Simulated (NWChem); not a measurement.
System: SnH₄S; SMILES [SH][SnH3]

Here is an NWChem input.

```
start job
memory heap 200 mb stack 900 mb global 1100 mb
geometry units angstroms noautoz
  Sn    -0.000706     0.581743    -0.000467
  S      0.076350    -1.864321    -0.001466
  H     -0.825450     1.147617    -1.411017
  H      1.655930     1.054385    -0.016067
  H     -0.798482     1.148510     1.425184
  H     -1.280841    -1.987067     0.002761
end
basis spherical
  Sn library def2-tzvp
  S library def2-tzvp
  H library def2-tzvp
end
ecp
  Sn library def2-ecp
end
dft
  xc optx lyp
  iterations 150
  mulliken
end
task dft energy
```

NWChem printed, in part:

```
             Northwest Computational Chemistry Package (NWChem) 7.3.0
             --------------------------------------------------------

 C1  symmetry detected

                             Geometry "geometry" -> ""
                             -------------------------

 Output coordinates in angstroms (scale by  1.889725989 to convert to a.u.)

  No.       Tag          Charge          X              Y              Z
 ---- ---------------- ---------- -------------- -------------- --------------
    1 Sn                  50.0000     0.00857140     0.57280095     0.00000152
    2 S                   16.0000     0.04982094    -1.87412900     0.00003400
    3 H                    1.0000    -0.80364862     1.15015983    -1.41315902
    4 H                    1.0000     1.67198630     1.02114153    -0.01087145
    5 H                    1.0000    -0.78501477     1.15171297     1.42310870
    6 H                    1.0000    -1.30902777    -1.97699771     0.00030148

 Effective nuclear repulsion energy (a.u.)     242.8305109025

                                 NWChem DFT Module
                                 -----------------

 Summary of "ao basis" -> "ao basis" (spherical)
 ------------------------------------------------------------------------------
       Tag                 Description            Shells   Functions and Types
 ---------------- ------------------------------  ------  ---------------------
 Sn                        def2-tzvp                16       50   6s5p3d2f
 S                         def2-tzvp                13       37   5s5p2d1f
 H                         def2-tzvp                 4        6   3s1p

            General Information
            -------------------
          SCF calculation type: DFT
          Wavefunction type:  closed shell.
          No. of atoms     :     6
          No. of electrons :    42
           Alpha electrons :    21
            Beta electrons :    21
          Charge           :     0
          Spin multiplicity:     1
          Use of symmetry is: off; symmetry adaption is: off
          Maximum number of iterations: 150
          AO basis - number of functions:   111
                     number of shells:    45
          Convergence on energy requested:  1.00D-06
          Convergence on density requested:  1.00D-05
          Convergence on gradient requested:  5.00D-04

              XC Information
              --------------
                        Slater Exchange Functional  1.052 local
                      OPTX     Exchange Functional  1.432 non-local
              Lee-Yang-Parr Correlation Functional  1.000

             Grid Information
             ----------------
          Grid used for XC integration:  medium
          Radial quadrature: Mura-Knowles
          Angular quadrature: Lebedev.
          Tag              B.-S. Rad. Rad. Pts. Rad. Cut. Ang. Pts.
          ---              ---------- --------- --------- ---------
          Sn                  1.45      123          10.0       590
          S                   1.00       88          10.0       590
          H                   0.35       45          11.0       434
          Grid pruning is: on
          Number of quadrature shells:   391
          Spatial weights used:  Erf1

      Superposition of Atomic Density Guess
      -------------------------------------

 Sum of atomic energies:        -648.59084184

      Non-variational initial energy
      ------------------------------

 Total energy =    -613.078040
 1-e energy   =   -1156.654229
 2-e energy   =     428.517550
 HOMO         =      -0.309941
 LUMO         =       0.011328

     ---------------------------------------------
      Total Density - Mulliken Population Analysis
     ---------------------------------------------

    Atom       Charge   Shell Charges
 -----------   ------   -------------------------------------------------------
    1 Sn  22    21.30   0.28 -0.75  1.51  0.96  0.83  0.51 -0.40  6.36  0.65  1.00  0.25  8.92  1.08  0.11  0.02  0.00
    2 S   16    16.69   2.01  0.49  1.48  1.08  0.81  4.18  1.69  0.91  2.55  1.44  0.01  0.03  0.00
    3 H    1     1.09   0.21  0.55  0.32  0.01
    4 H    1     1.09   0.21  0.56  0.32  0.01
    5 H    1     1.09   0.21  0.55  0.32  0.01
    6 H    1     0.74   0.19  0.40  0.13  0.02

   convergence    iter        energy       DeltaE   RMS-Dens  Diis-err
 ---------------- ----- ----------------- --------- --------- ---------
 d= 0,ls=0.0,diis     1   -615.1025594176 -7.30D+02  1.18D-02  6.02D-01
 d= 0,ls=0.0,diis     2   -615.0940823215  8.48D-03  7.57D-03  2.95D-01
 d= 0,ls=0.0,diis     3   -615.1185621734 -2.45D-02  2.96D-03  1.73D-01
 d= 0,ls=0.0,diis     4   -615.1439164538 -2.54D-02  5.22D-04  2.46D-03
 d= 0,ls=0.0,diis     5   -615.1442277854 -3.11D-04  1.59D-04  3.02D-04
  Resetting Diis
 d= 0,ls=0.0,diis     6   -615.1442740393 -4.63D-05  2.85D-05  1.48D-05
 d= 0,ls=0.0,diis     7   -615.1442764992 -2.46D-06  1.30D-05  8.23D-07
 d= 0,ls=0.0,diis     8   -615.1442764469  5.23D-08  7.92D-06  1.12D-06

         Total DFT energy =     -615.144276446883
      One electron energy =    -1158.647432550261
           Coulomb energy =      473.917967751764
    Exchange-Corr. energy =      -45.473450689406
 Nuclear repulsion energy =      115.058639041019

 Numeric. integr. density =       41.999961104905

                       DFT Final Molecular Orbital Analysis
                       ------------------------------------

 Vector   19  Occ=2.000000D+00  E=-2.937269D-01
              MO Center=  6.7D-01,  7.5D-01, -8.3D-03, r^2= 3.0D+00
   Bfn.  Coefficient  Atom+Function         Bfn.  Coefficient  Atom+Function
  ----- ------------  ---------------      ----- ------------  ---------------
    95      0.302396  4 H  s                 10     -0.255594  1 Sn px
    13      0.246402  1 Sn px                16      0.194827  1 Sn px
    96      0.179291  4 H  s                 94      0.168454  4 H  s
    89     -0.122797  3 H  s                101     -0.120721  5 H  s
    65     -0.078772  2 S  px                66     -0.079132  2 S  py

 Vector   20  Occ=2.000000D+00  E=-2.736618D-01
              MO Center= -3.9D-02, -1.2D+00, -8.3D-04, r^2= 3.4D+00
   Bfn.  Coefficient  Atom+Function         Bfn.  Coefficient  Atom+Function
  ----- ------------  ---------------      ----- ------------  ---------------
    66      0.430279  2 S  py                69      0.268937  2 S  py
    14     -0.210760  1 Sn py                11      0.207778  1 Sn py
    63      0.173724  2 S  py                54     -0.162878  2 S  s
    57     -0.154999  2 S  py                17     -0.126896  1 Sn py
    65     -0.120452  2 S  px                55     -0.098821  2 S  s

 Vector   21  Occ=2.000000D+00  E=-2.152130D-01
              MO Center= -3.4D-02, -1.6D+00,  9.2D-04, r^2= 2.2D+00
   Bfn.  Coefficient  Atom+Function         Bfn.  Coefficient  Atom+Function
  ----- ------------  ---------------      ----- ------------  ---------------
    67      0.515734  2 S  pz                70      0.360534  2 S  pz
    64      0.223716  2 S  pz                58     -0.189763  2 S  pz
   102     -0.100211  5 H  s                 90      0.099523  3 H  s
    61     -0.084810  2 S  pz               101     -0.080050  5 H  s
    89      0.079581  3 H  s                 23      0.075208  1 Sn d -1

 Vector   22  Occ=0.000000D+00  E=-5.288333D-02
              MO Center= -7.8D-02,  7.1D-02,  7.4D-04, r^2= 5.9D+00
   Bfn.  Coefficient  Atom+Function         Bfn.  Coefficient  Atom+Function
  ----- ------------  ---------------      ----- ------------  ---------------
     6      0.813877  1 Sn s                  5      0.551765  1 Sn s
    20     -0.524699  1 Sn py                69     -0.437080  2 S  py
    55     -0.360084  2 S  s                  2      0.352491  1 Sn s
    90     -0.340843  3 H  s                102     -0.340499  5 H  s
     3     -0.299589  1 Sn s                 66     -0.272434  2 S  py

 Vector   23  Occ=0.000000D+00  E=-2.296054D-02
              MO Center= -2.6D-01,  1.3D-01, -1.1D-03, r^2= 6.7D+00
   Bfn.  Coefficient  Atom+Function         Bfn.  Coefficient  Atom+Function
  ----- ------------  ---------------      ----- ------------  ---------------
     6      1.011773  1 Sn s                 96     -0.690588  4 H  s
   108     -0.616838  6 H  s                 90     -0.589262  3 H  s
   102     -0.585851  5 H  s                 20      0.562489  1 Sn py
    55      0.516267  2 S  s                 68     -0.398001  2 S  px
     5      0.371586  1 Sn s                  2      0.253182  1 Sn s

 Vector   24  Occ=0.000000D+00  E= 2.520483D-03
              MO Center= -4.4D-01, -7.2D-01,  2.0D-03, r^2= 6.1D+00
   Bfn.  Coefficient  Atom+Function         Bfn.  Coefficient  Atom+Function
  ----- ------------  ---------------      ----- ------------  ---------------
   108      1.194018  6 H  s                 68      0.724209  2 S  px
     6      0.656212  1 Sn s                 55     -0.567019  2 S  s
   102     -0.457339  5 H  s                 90     -0.443272  3 H  s
    20      0.378592  1 Sn py                96     -0.378897  4 H  s
    17      0.348557  1 Sn py                65      0.250422  2 S  px

     ---------------------------------------------
      Total Density - Mulliken Population Analysis
     ---------------------------------------------

    Atom       Charge   Shell Charges
 -----------   ------   -------------------------------------------------------
    1 Sn  22    21.49   0.29 -0.78  1.58  0.92  1.01  0.36 -0.41  6.38  0.88  0.88  0.24  8.86  1.13  0.13  0.03  0.00
    2 S   16    16.46   2.01  0.47  1.48  1.11  0.82  4.20  1.66  0.91  2.47  1.26  0.02  0.05  0.00
    3 H    1     1.07   0.23  0.56  0.27  0.01
    4 H    1     1.06   0.23  0.57  0.26  0.01
    5 H    1     1.07   0.23  0.56  0.27  0.01
    6 H    1     0.84   0.24  0.46  0.12  0.02

[...]
```

Level: OLYP/def2-TZVP with def2 effective core potentials on Sn. Coordinates come from a PBE-D3(BJ)/def2-SVP optimisation. def2 effective core potentials on Sn; no spin-orbit coupling.
